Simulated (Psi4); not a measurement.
C3H8N (SMILES [CH2-]N(C)C), charge -1, singlet, geometry from GFN2-xTB (a gas-phase anion, which may not be bound at this level); CCSD(T)/STO-3G (Psi4).

Psi4 was given this input:
```
memory 2 GB

molecule mol {
-1 1
  N     0.001546    0.029851    0.378522
  C    -0.002249    1.469584   -0.201896
  C     1.174442   -0.652834   -0.084420
  C    -1.173850   -0.655085   -0.074649
  H     0.883755    1.937223    0.347793
  H    -0.884542    1.935528    0.355151
  H     1.246424   -0.719139   -1.194192
  H     1.205142   -1.682705    0.312765
  H     2.059148   -0.119681    0.269251
  H    -1.254938   -0.721537   -1.183784
  H    -2.056603   -0.123626    0.286377
  H    -1.199269   -1.685009    0.322770
}

set basis sto-3g
set reference rhf

energy('ccsd(t)')
print_variables()
```

What the program printed (banner, timings and long lists left out):

```
   => Loading Basis Set <=

    Name: STO-3G
    Role: ORBITAL
    Keyword: BASIS

         ---------------------------------------------------------
                                   SCF
               by Justin Turney, Rob Parrish, Andy Simmonett
                          and Daniel G. A. Smith
                              RHF Reference
         ---------------------------------------------------------

  ==> Geometry <==

    Molecular point group: c1
    Full point group: C1

    Geometry (in Angstrom), charge = -1, multiplicity = 1:

       Center              X                  Y                   Z               Mass
    ------------   -----------------  -----------------  -----------------  -----------------
         N            0.001530933562     0.009704597043     0.370234207016    14.003074004430
         C           -0.002264066438     1.449437597043    -0.210183792984    12.000000000000
         C            1.174426933562    -0.672980402957    -0.092707792984    12.000000000000
         C           -1.173865066438    -0.675231402957    -0.082936792984    12.000000000000
         H            0.883739933562     1.917076597043     0.339505207016     1.007825032230
         H           -0.884557066438     1.915381597043     0.346863207016     1.007825032230
         H            1.246408933562    -0.739285402957    -1.202479792984     1.007825032230
         H            1.205126933562    -1.702851402957     0.304477207016     1.007825032230
         H            2.059132933562    -0.139827402957     0.260963207016     1.007825032230
         H           -1.254953066438    -0.741683402957    -1.192071792984     1.007825032230
         H           -2.056618066438    -0.143772402957     0.278089207016     1.007825032230
         H           -1.199284066438    -1.705155402957     0.314482207016     1.007825032230

  Running in c1 symmetry.

  Rotational constants: A =      0.30448  B =      0.29774  C =      0.16894 [cm^-1]
  Rotational constants: A =   9128.04568  B =   8926.01522  C =   5064.72284 [MHz]
  Nuclear repulsion =  129.168345280632735

  Charge       = -1
  Multiplicity = 1
  Electrons    = 34
  Nalpha       = 17
  Nbeta        = 17

  ==> Algorithm <==

  SCF Algorithm Type is PK.
  DIIS enabled.
  MOM disabled.
  Fractional occupation disabled.
  Guess Type is SAD.
  Energy threshold   = 1.00e-08
  Density threshold  = 1.00e-08
  Integral threshold = 1.00e-12

  ==> Primary Basis <==

  Basis Set: STO-3G
    Blend: STO-3G
    Number of shells: 20
    Number of basis functions: 28
    Number of Cartesian functions: 28
    Spherical Harmonics?: true
    Max angular momentum: 1

  ==> Integral Setup <==

  Using in-core PK algorithm.
   Calculation information:
      Number of atoms:                  12
      Number of AO shells:              20
      Number of primitives:             60
      Number of atomic orbitals:        28
      Number of basis functions:        28

      Integral cutoff                 1.00e-12
      Number of threads:                 1

  Performing in-core PK
  Using 165242 doubles for integral storage.
  We computed 21513 shell quartets total.
  Whereas there are 22155 unique shell quartets.

  ==> DiskJK: Disk-Based J/K Matrices <==

    J tasked:                  Yes
    K tasked:                  Yes
    wK tasked:                  No
    Schwarz Cutoff:          1E-12

  Minimum eigenvalue in the overlap matrix is 2.1984157100E-01.
  Reciprocal condition number of the overlap matrix is 8.8692594746E-02.
    Using symmetric orthogonalization.

  ==> Pre-Iterations <==

  SCF Guess: Superposition of Atomic Densities via on-the-fly atomic UHF (no occupation information).

   -------------------------
    Irrep   Nso     Nmo
   -------------------------
     A         28      28
   -------------------------
    Total      28      28
   -------------------------

  ==> Iterations <==

                        Total Energy        Delta E     RMS |[F,P]|

[...]
  @RHF Final Energy:  -170.32515102130452
    Total Energy =                       -170.3251510213045208
[...]
     3        -0.256385777682088    4.643e-03    0.005164    0.024517    0.024517    0.121132
     4        -0.256608056604426    1.795e-03    0.005294    0.025076    0.025076    0.121452
     5        -0.256616111192182    4.621e-04    0.005332    0.025226    0.025226    0.121477
     6        -0.256611619552435    1.362e-04    0.005341    0.025255    0.025255    0.121472
     7        -0.256609826722088    5.656e-05    0.005345    0.025262    0.025262    0.121469
     8        -0.256609847064714    1.743e-05    0.005345    0.025262    0.025262    0.121469
     9        -0.256609794516378    4.711e-06    0.005345    0.025261    0.025261    0.121468
    10        -0.256609726538756    1.820e-06    0.005345    0.025261    0.025261    0.121468
    11        -0.256609748672617    5.747e-07    0.005345    0.025261    0.025261    0.121468
    12        -0.256609762702869    2.059e-07    0.005345    0.025261    0.025261    0.121468
    13        -0.256609774814367    5.908e-08    0.005345    0.025261    0.025261    0.121468

    Iterations converged.

    Largest TIA Amplitudes:
             15   6         0.0116752068
             16   4        -0.0115580811
             15   4        -0.0104325693
             16   6         0.0101559368
             16  10        -0.0086065311
             15   7         0.0085743870
             13   7        -0.0078154267
             16   1        -0.0059191027
              8   4        -0.0050211273
             14   8         0.0046011032

    Largest TIjAb Amplitudes:
     13  13   7   7        -0.0412383832
     12  12   2   2        -0.0373321488
     14  14   8   8        -0.0350217042
     11  11   3   3        -0.0339694348
     14  14  10  10        -0.0331292719
     16  16   7   7        -0.0304055733
     14  14   9   9        -0.0293943040
     14  14   8   9         0.0288726381
     14  14   9   8         0.0288726381
     10  10   0   0        -0.0262737324

    SCF energy       (wfn)                    = -170.325151021304521
    Reference energy (file100)                = -170.325151021304492

    Opposite-spin MP2 correlation energy      =   -0.172305330960764
    Same-spin MP2 correlation energy          =   -0.020718517276373
    Singles MP2 correlation energy            =   -0.000000000000000
    MP2 correlation energy                    =   -0.193023848237137
      * MP2 total energy                      = -170.518174869541639

    Opposite-spin CCSD correlation energy     =   -0.238411143484989
    Same-spin CCSD correlation energy         =   -0.018198631329378
    Singles CCSD correlation energy           =    0.000000000000000
    CCSD correlation energy                   =   -0.256609774814367
      * CCSD total energy                     = -170.581760796118857

            **************************
            *                        *
            *        CCTRIPLES       *
            *                        *
            **************************

    Wave function   =    CCSD_T
    Reference wfn   =      RHF

    Nuclear Rep. energy (wfn)                =  129.168345280632735
    SCF energy          (wfn)                = -170.325151021304521
    Reference energy    (file100)            = -170.325151021304492
    CCSD energy         (file100)            =   -0.256609774814367
    Total CCSD energy   (file100)            = -170.581760796118857

    Number of ijk index combinations:              969
    Approx. words needed per explicit thread:            5324
    Number of threads for explicit ijk threading:    1

    MKL num_threads set to 1 for explicit threading.

    (T) energy                                =   -0.002231694967571
      * CCSD(T) total energy                  = -170.583992491086434

  Variable Map:
  ----------------------------------------------------------------------------
[...]
  Array Variable Map:
  ----------------------------------------------------------------------------
[...]
[...]
```
